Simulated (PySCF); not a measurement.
Si (silicon, neutral) across methods

[Ne] 3s2 3p1 4s1, high-spin 3P determinant (an excited configuration). All numbers are calculated (PySCF 2.14, the non-relativistic Hamiltonian (point nucleus), in aug-cc-pV(T+d)Z (6s5p4d2f, 55 functions)).

```json
{"method": "M06-L", "E (hartree)": "-289.1680", "mean ε 3s β (eV)": "-13.609", "mean ε 3p α (eV)": "-7.565", "mean ε 4s α (eV)": "-1.627", "Σ⟨r²⟩ (bohr²)": "58.48", "⟨S²⟩": "2.007"}
{"method": "UHF", "E (hartree)": "-288.67756", "mean ε 3s β (eV)": "-16.697", "mean ε 3p α (eV)": "-11.328", "mean ε 4s α (eV)": "-2.782", "Σ⟨r²⟩ (bohr²)": "58.63", "⟨S²⟩": "2.016"}
{"method": "r2SCAN", "E (hartree)": "-289.1537", "mean ε 3s β (eV)": "-13.613", "mean ε 3p α (eV)": "-7.799", "mean ε 4s α (eV)": "-1.690", "Σ⟨r²⟩ (bohr²)": "57.89", "⟨S²⟩": "2.010"}
{"method": "PW91", "E (hartree)": "-289.1742", "mean ε 3s β (eV)": "-13.472", "mean ε 3p α (eV)": "-7.464", "mean ε 4s α (eV)": "-1.738", "Σ⟨r²⟩ (bohr²)": "57.53", "⟨S²⟩": "2.004"}
{"method": "PBE0", "E (hartree)": "-289.0686", "mean ε 3s β (eV)": "-14.522", "mean ε 3p α (eV)": "-8.536", "mean ε 4s α (eV)": "-2.075", "Σ⟨r²⟩ (bohr²)": "57.83", "⟨S²⟩": "2.006"}
{"method": "LDA", "E (hartree)": "-288.0293", "mean ε 3s β (eV)": "-13.561", "mean ε 3p α (eV)": "-7.317", "mean ε 4s α (eV)": "-1.712", "Σ⟨r²⟩ (bohr²)": "57.14", "⟨S²⟩": "2.001"}
{"method": "PBE", "E (hartree)": "-289.0445", "mean ε 3s β (eV)": "-13.424", "mean ε 3p α (eV)": "-7.423", "mean ε 4s α (eV)": "-1.723", "Σ⟨r²⟩ (bohr²)": "57.65", "⟨S²⟩": "2.004"}
{"method": "LC-wPBE", "E (hartree)": "-289.0789", "mean ε 3s β (eV)": "-17.309", "mean ε 3p α (eV)": "-11.245", "mean ε 4s α (eV)": "-3.145", "Σ⟨r²⟩ (bohr²)": "57.97", "⟨S²⟩": "2.008"}
{"method": "wB97M-V", "E (hartree)": "-289.1784", "mean ε 3s β (eV)": "-16.932", "mean ε 3p α (eV)": "-10.132", "mean ε 4s α (eV)": "-2.911", "Σ⟨r²⟩ (bohr²)": "57.36", "⟨S²⟩": "2.002"}
```

The outer electron is Rydberg-like, and this basis confines it to a smaller radius and binds it less than a complete one would.
